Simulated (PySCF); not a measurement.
PySCF input (M06-2X/6-31G* with LANL2DZ past Ar (5d)):

```python
from pyscf import gto, dft

mol = gto.M(
    atom='''
    Pb   -0.00000000   -0.00000000   -1.35978000
    Pb    0.00000000    0.00000000    1.32142500
    H     0.00000000    0.00000000    3.14514900
    ''',
    basis={'default': '6-31g*', 'Pb': 'lanl2dz'},
    ecp={'Pb': 'lanl2dz'},
    charge=-1,
    spin=0,
    verbose=4,
)

mf = dft.RKS(mol, xc='m062x')
mf.grids.level = 4
mf.conv_tol = 1e-9
mf.max_cycle = 100
mf.max_memory = 1500
mf.kernel()
if not mf.converged:
    mf = mf.newton()
    mf.kernel(mf.make_rdm1())
mf.dip_moment()
```

Output:

```
PySCF version 2.14.0

[INPUT] verbose = 4
[INPUT] num. atoms = 3
[INPUT] num. electrons = 10
[INPUT] charge = -1
[INPUT] spin (= nelec alpha-beta = 2S) = 0
[INPUT] symmetry False subgroup None
[INPUT] Mole.unit = angstrom
[INPUT] Symbol           X                Y                Z      unit          X                Y                Z       unit  Magmom
[INPUT]  1 Pb     0.000000000000   0.000000000000  -1.359780000000 AA    0.000000000000   0.000000000000  -2.569611789661 Bohr   0.0
[INPUT]  2 Pb     0.000000000000   0.000000000000   1.321425000000 AA    0.000000000000   0.000000000000   2.497131344153 Bohr   0.0
[INPUT]  3 H      0.000000000000   0.000000000000   3.145149000000 AA    0.000000000000   0.000000000000   5.943470230950 Bohr   0.0

nuclear repulsion = 4.78836412683807
number of shells = 10
number of NR pGTOs = 28
number of NR cGTOs = 18
basis = {'default': '6-31g*', 'Pb': 'lanl2dz'}
ecp = {'Pb': 'lanl2dz'}

******** <class 'pyscf.dft.rks.RKS'> ********
method = RKS
initial guess = minao
damping factor = 0
level_shift factor = 0
DIIS = <class 'pyscf.scf.diis.CDIIS'>
diis_start_cycle = 1
diis_space = 8
diis_damp = 0
SCF conv_tol = 1e-09
SCF conv_tol_grad = None
SCF max_cycles = 100
direct_scf = True
direct_scf_tol = 1e-13
XC library pyscf.dft.libxc version 7.1.2
    S. Lehtola, C. Steigemann, M. J. T. Oliveira, and M. A. L. Marques,  SoftwareX 7, 1–5 (2018)
XC functionals = m062x
    Y. Zhao and D. G. Truhlar,  Theor. Chem. Acc. 120, 215 (2008)
    Y. Zhao and D. G. Truhlar,  Theor. Chem. Acc. 120, 215 (2008)
radial grids:
    Treutler-Ahlrichs [JCP 102, 346 (1995); DOI:10.1063/1.469408] (M4) radial grids

becke partition: Becke, JCP 88, 2547 (1988); DOI:10.1063/1.454033
pruning grids: <function nwchem_prune>
grids dens level: 4
symmetrized grids: False
atomic radii adjust function: <function treutler_atomic_radii_adjust>
small_rho_cutoff = 0
Set gradient conv threshold to 3.16228e-05
Initial guess from minao.
tot grids = 82384
init E= -2.10105425337555
  HOMO = -0.0517371224544143  LUMO = 0.0233792239622911  gap/eV = 2.04402
cycle= 1 E= -7.47477591731195  delta_E= -5.37  |g|= 0.211  |ddm|= 3.59
  HOMO = -0.0446961550416326  LUMO = 0.11680653714868  gap/eV = 4.39471
cycle= 2 E= -7.44276759007985  delta_E= 0.032  |g|= 0.284  |ddm|= 0.77
  HOMO = -0.0290732464650778  LUMO = 0.125447024670694  gap/eV = 4.20471
cycle= 3 E= -7.49199892271078  delta_E= -0.0492  |g|= 0.0988  |ddm|= 0.564
  HOMO = -0.0194080650097375  LUMO = 0.133448227773553  gap/eV = 4.15943
cycle= 4 E= -7.4985829217975  delta_E= -0.00658  |g|= 0.0127  |ddm|= 0.169
  HOMO = -0.0222448760886642  LUMO = 0.132173384858333  gap/eV = 4.20193
cycle= 5 E= -7.49868452924288  delta_E= -0.000102  |g|= 0.00079  |ddm|= 0.0232
  HOMO = -0.0224980113069383  LUMO = 0.13207658321371  gap/eV = 4.20619
cycle= 6 E= -7.49868511350582  delta_E= -5.84e-07  |g|= 0.000114  |ddm|= 0.00298
  HOMO = -0.022459760883936  LUMO = 0.132101055303487  gap/eV = 4.20581
cycle= 7 E= -7.49868513038471  delta_E= -1.69e-08  |g|= 4.48e-05  |ddm|= 0.000658
  HOMO = -0.0224619233524412  LUMO = 0.132097948537826  gap/eV = 4.20579
cycle= 8 E= -7.49868513190663  delta_E= -1.52e-09  |g|= 6.12e-06  |ddm|= 0.000133
  HOMO = -0.0224615471222667  LUMO = 0.132098621064425  gap/eV = 4.20580
cycle= 9 E= -7.49868513193533  delta_E= -2.87e-11  |g|= 3.89e-07  |ddm|= 2e-05
  HOMO = -0.0224616264918207  LUMO = 0.132098526678975  gap/eV = 4.20580
Extra cycle  E= -7.4986851319354  delta_E= -7.64e-14  |g|= 3.03e-07  |ddm|= 1.47e-06
converged SCF energy = -7.4986851319354

WARN: System has nonzero charge -1; the dipole moment is origin-dependent.
Location of origin: [0. 0. 0.]

Dipole moment(X, Y, Z, Debye): -0.00000, -0.00000, -1.60785
```

The dipole moment of an ion depends on the origin.

The geometry given is a B3LYP-D3(BJ)/def2-TZVP minimum.
